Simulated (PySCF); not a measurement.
C₂H₁₁OPSi₂.
SMILES: `CO[C@@H]([SiH3])[SiH2]P`

Torsions of this conformer, `[CH3:1][O:2][C@@H:3]([SiH3:4])[SiH2:5][PH2:6]`: C1–O2–C3–Si4 88°, O2–C3–Si5–P6 50°, H–P6–Si5–C3 -171°, H–P6–Si5–C3 -77°.

The closed-shell ground state was solved at several levels (PySCF, density fitting, gas phase, non-relativistic). The structure is a single PBE0-D3(BJ)/def2-SVP conformer in the gas phase; no vibrational or solvent corrections.

```tsv
level	basis functions	HOMO (eV)	LUMO (eV)	gap (eV)	dipole (D)
CAM-B3LYP/pcSseg-1	178	-8.48	1.21	9.69	0.92
PBE0/pcSseg-1	178	-7.15	0.14	7.29	0.85
```

**Question.** Estimate the row for CAM-B3LYP/def2-SVPD, a basis of 223 functions; the other rows only guide the guess.

**Answer.** HOMO -8.52 eV, LUMO 0.94 eV, gap 9.46 eV, dipole 0.97 D.

**Question.** Over all these levels, which gives the widest orbital gap and which the narrowest?

**Answer.** CAM-B3LYP/pcSseg-1 (range-separated hybrid) has the widest, 9.69 eV, and PBE0/pcSseg-1 (global hybrid, 25 % exact exchange) the narrowest, 7.29 eV. The two share the basis. From the narrowest to the widest the HOMO moves by -1.33 eV and the LUMO by +1.07 eV.

**Question.** How far do the dipole and the HOMO energy spread over the levels?

**Answer.** The dipole runs from 0.85 to 0.97 D (mean 0.91 D) and the HOMO from -8.52 to -7.15 eV.
